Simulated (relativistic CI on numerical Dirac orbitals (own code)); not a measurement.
Calculated at this level of theory: Dirac-Coulomb-Breit CI, orbitals from a KLI potential per configuration, QED by a radiative potential, unscaled Slater integrals (own radial code, finite nucleus).

The strongest absorption lines from the ground level of an ion, among the configurations computed and to levels below about 1480 eV (vacuum wavelength in Å, gf): 8.7548 (0.6), 10.810 (0.57), 10.851 (3.6), 10.862 (2.2), 10.892 (0.91), 10.971 (1.3), 11.119 (1.1), 11.139 (0.56).

Q: Which ion is it?
A. Cu22+
B. Cu18+
C. Cu20+
D. Mn16+

A: C. Cu20+ has 9 electrons and the ground level 2s2 2p5 2P°_3/2; the strongest line goes to 2s2 2p4 3d 2D_5/2. The pattern of lines fixes the number of electrons, and along that sequence the line energies rise steadily with the charge (about as its square where n changes within one kind of shell, about linearly where n is kept but much faster in heavy ions where fine structure, which grows about as Z⁴, sets the gap, and irregularly where shells cross), which fixes Z. Configurations outside the model, such as inner-shell arrays, can give stronger lines. At this charge energies of transitions that change n are usually good to better than 1 %, and those within a shell (Δn = 0) to a few per cent.

LS names give the leading component of a level, which can be under half, so a name can repeat, a term be missing and a line seem to break the LS rules.
